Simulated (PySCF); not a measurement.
C₃H₅O, SMILES [CH]=C(C)O, multiplicity 2. Atoms are numbered in the order given.

```xyz
9

C      1.1879    -0.8745     0.0000
C      0.1137    -0.0985     0.0000
C      0.1526     1.4012     0.0000
O     -1.1817    -0.5582     0.0000
H      1.4611    -1.9272     0.0000
H      1.1857     1.7710     0.0000
H     -0.3727     1.7894    -0.8881
H     -0.3727     1.7894     0.8881
H     -1.1729    -1.5257     0.0000
```
Charge 0, spin multiplicity 2.

Coordinates come from a B3LYP-D3(BJ)/def2-SVP optimisation. The isomer is the one that the SMILES or the coordinates give; other isomers of the formula were not compared. The values are those of a single conformer.

Level of theory: PBE0/pcH-1 (PySCF).

Unrestricted Kohn–Sham, ⟨S²⟩ = 0.764. Hyperfine tensors hold the contact and dipolar terms, without spin-orbit corrections.

Computed hyperfine couplings:
```json
[
 {"nucleus": "13C no. 1", "A(iso) (MHz)": "352.0", "A(iso) (G)": "125.6", "dipolar principal values (MHz)": "-81.9, -54.2, 136.1"},
 {"nucleus": "13C no. 2", "A(iso) (MHz)": "11.9", "A(iso) (G)": "4.2", "dipolar principal values (MHz)": "-21.4, 5.0, 16.3"},
 {"nucleus": "13C no. 3", "A(iso) (MHz)": "27.1", "A(iso) (G)": "9.7", "dipolar principal values (MHz)": "-3.3, -2.9, 6.2"},
 {"nucleus": "17O no. 4", "A(iso) (MHz)": "-10.4", "A(iso) (G)": "-3.7", "dipolar principal values (MHz)": "-28.0, 9.1, 18.9"},
 {"nucleus": "1H no. 5", "A(iso) (MHz)": "5.4", "A(iso) (G)": "1.9", "dipolar principal values (MHz)": "-31.2, -7.5, 38.7"},
 {"nucleus": "1H no. 6", "A(iso) (MHz)": "3.2", "A(iso) (G)": "1.2", "dipolar principal values (MHz)": "-5.7, -2.8, 8.5"},
 {"nucleus": "1H no. 7", "A(iso) (MHz)": "-5.6", "A(iso) (G)": "-2.0", "dipolar principal values (MHz)": "-2.5, -1.5, 3.9"},
 {"nucleus": "1H no. 8", "A(iso) (MHz)": "-5.6", "A(iso) (G)": "-2.0", "dipolar principal values (MHz)": "-2.5, -1.5, 3.9"},
 {"nucleus": "1H no. 9", "A(iso) (MHz)": "-5.7", "A(iso) (G)": "-2.0", "dipolar principal values (MHz)": "-9.2, -0.3, 9.5"}
]
```

Question: And the g tensor (effective nuclear charges for spin-orbit coupling, GIAO)? (The exact figures need the calculation; the answer reports its results.)

Answer: principal values 2.0012, 2.0022, 2.0027; isotropic 2.0020.
